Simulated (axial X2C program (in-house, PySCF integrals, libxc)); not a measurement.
## Levels of IBr⁻ by electron attachment to IBr (EOM-EA-CCSD)

Calculated with an axial X2C code built on PySCF integrals: two-component X2C with atomic mean-field Coulomb and Gaunt terms, Gaussian nuclei, basis I dyall-acv3z, Br dyall-acv3z with contracted cores.

R = 2.283 Å (0.920 times 2.482 Å, the PBE0 minimum at charge 0 for the lowest determinant).

Levels of IBr⁻ obtained by attaching an electron to IBr:

```csv
Ω,binding energy (eV),above lowest (cm⁻¹),attached spinor,one-particle weight
1/2,0.374,0,"43% I pσ, 23% Br pσ, 15% I dσ",0.95
1/2,-1.196,12670,"71% I sσ, 16% Br sσ, 6% Br pσ",0.98
1/2,-1.678,16557,"45% I pπ, 33% I pσ, 9% Br pπ",0.99
3/2,-1.752,17148,"82% I pπ, 16% Br pπ",0.99
1/2,-1.777,17354,"39% I pσ, 37% I pπ, 11% Br pσ",0.98
1/2,-2.218,20909,"64% Br pσ, 17% I pσ, 8% I dσ",0.99
```

(1) Take the first Ω = 1/2 and Ω = 3/2 rows of π character: how far apart are they, and which lies lower?

Negative binding energies belong to unbound states, resonances or levels that the basis set holds; within some tenths of an eV of zero the sign is not settled.

This point took 39 s on 1 thread of Arm Neoverse N1 (shared host).

Reference electrons by ω block (each with its −ω partner): 1/2: 28, 3/2: 13, 5/2: 3. 14 electrons of IBr correlated (inner shells frozen), 92 natural virtual spinors (a truncated set); levels can be off by some tenths of an eV. Roots sought by Ω: (1/2: 5, 3/2: 4, 5/2: 2, 7/2: 1); rows need 60 % one-particle weight and stop where some Ω has no more roots. Missing are any skipped roots, higher Ω and states of a further excitation; these come out far too high here and may in truth be low or lowest. T1 of the reference 0.008 (Lee–Taylor). Number of frozen shells: I 4 s, 3 p, 2 d; Br 3 s, 2 p, 1 d.

Answers

(1) E(3/2) − E(1/2) = 17148 − 16557 = 591 cm⁻¹ at EOM-EA-CCSD: regular, Ω = 1/2 lower. Splittings at this level can be off by ten to twenty per cent.
